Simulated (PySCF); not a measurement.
SMILES C[SiH2][SiH2][Al]([CH3])[CH3] (C3H13AlSi2), GFN2-xTB optimised geometry.

```
19

Si     0.40    -1.02     0.00
C     -0.15    -1.82     1.64
Si    -0.55     1.11     0.00
Al    -0.66     1.94     2.29
C      0.97     1.73     3.42
C     -2.26     2.82     3.11
H      0.02    -1.95    -1.07
H      1.87    -1.02     0.00
H      0.35    -2.75     1.83
H     -1.22    -2.02     1.63
H      0.05    -1.15     2.48
H     -1.87     1.03    -0.69
H      0.22     1.95    -0.96
H      1.80     1.24     2.90
H      0.78     1.13     4.33
H      1.35     2.69     3.78
H     -2.66     2.25     3.95
H     -3.09     2.97     2.41
H     -2.01     3.81     3.51
```

Density from PySCF 2.14.0 with PBE0/def2-SVP at that geometry.

Minimum of the electron density along straight lines between bonded atoms, close to the bond critical point (lines longer than 1.1 times the sum of covalent radii, or with two minima, are not listed):

| bond | length / Å | ρ at the minimum / e bohr⁻³ | ∇²ρ there / e bohr⁻⁵ | position (fraction from the first atom) |
|---|---|---|---|---|
| Si1–C2 | 1.903 | 0.109 | 0.32 | 0.38 |
| Si3–Al4 | 2.434 | ___ | ___ | 0.65 |
| Al4–C5 | 1.997 | 0.078 | 0.30 | 0.40 |
| Al4–C6 | 1.997 | 0.078 | 0.30 | 0.40 |
| Si1–H7 | 1.470 | 0.115 | 0.32 | 0.49 |
| Si1–H8 | 1.471 | 0.114 | 0.32 | 0.49 |
| C2–H9 | 1.085 | 0.273 | -0.98 | 0.63 |
| C2–H10 | 1.087 | 0.271 | -0.96 | 0.62 |
| C2–H11 | 1.091 | 0.269 | -0.94 | 0.62 |
| Si3–H12 | 1.487 | 0.110 | 0.30 | 0.49 |
| Si3–H13 | 1.485 | 0.110 | 0.30 | 0.49 |
| C5–H14 | 1.098 | 0.264 | -0.90 | 0.62 |
| C5–H15 | 1.097 | 0.262 | -0.89 | 0.62 |
| C5–H16 | 1.097 | 0.262 | -0.89 | 0.62 |
| C6–H17 | 1.098 | 0.262 | -0.89 | 0.62 |
| C6–H18 | 1.097 | 0.264 | -0.91 | 0.62 |
| C6–H19 | 1.098 | 0.262 | -0.89 | 0.62 |

Problem. Some entries are withheld; supply them.

Solution. 
- Si3–Al4, ρ at the minimum / e bohr⁻³: 0.062
- Si3–Al4, ∇²ρ there / e bohr⁻⁵: 0.07
